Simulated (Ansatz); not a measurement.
Ansatz (a quantum-chemistry and plane-wave program) input:

Ansatz 0.2 input:
```yaml
crystal:
  periodic: [false, false, false]
  atoms:
    - {symbol: C, position_ang: [0.49340060, -0.59685356, 0.01157239]}
    - {symbol: C, position_ang: [-0.79925408, -0.33162174, 0.07436030]}
    - {symbol: F, position_ang: [-1.72376420, -1.26740236, 0.19996887]}
    - {symbol: F, position_ang: [-1.34397049, 0.86328454, 0.02315194]}
    - {symbol: Cl, position_ang: [1.68238799, 0.63658921, -0.15211773]}
    - {symbol: H, position_ang: [0.84413723, -1.61410440, 0.06231804]}
basis:
  gaussian:
    orbitals: def2-SVP
hamiltonian:
  xc: {name: PBE0}
```

Q: Predict the final energy.

A: -735.87346 Eh (PBE0/def2-SVP). The basis has 79 functions.
